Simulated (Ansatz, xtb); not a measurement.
## Relaxing a trial structure of CFMgO

The starting geometry of this gas-phase doublet was built from a drawn formula by distance geometry and a force field; its bonds are those of `F[C]1[O][Mg]1`.

```xyz
4

C    -1.7950   -1.8699   -1.7181
F    -0.6868   -2.4980   -1.1370
Mg   -3.5654   -2.8600   -1.2109
O    -2.2632   -2.5858   -2.7771
```

Task: Predict what it relaxes into with r2SCAN-D4/def2-SVP.

Result: It keeps its bonds, and is `F[C]1[O][Mg]1`.

The energy falls by 1.24 eV over 8 steps:

| step | E − E(last) (eV) |
| --- | --- |
| 1 | 1.239 |
| 2 | 0.640 |
| 3 | 0.299 |
| 4 | 0.036 |
| 5 | 0.010 |
| 6 | 0.000 |
| 7 | 0.000 |
| 8 | 0.000 |

Final geometry (Å):

```xyz
4

C    -1.7762   -2.3828   -1.4797
F    -0.4624   -2.1627   -1.3842
Mg   -3.8719   -2.7071   -1.3496
O    -2.2000   -2.5611   -2.6296
```

From the same start GFN2-xTB ends elsewhere, differing in C1–F2 (2.92 against 1.34 Å here), C1–Mg3 (2.99 against 2.12 Å here), F2–Mg3 (1.75 against 3.45 Å here).

No frequencies were run, so the end isn't proven a minimum. Open shells are spin-unrestricted. Run with Ansatz 0.2.0, 25 s on 1 thread of Intel(R) Xeon(R) 6975P-C (Granite Rapids), on a shared host.
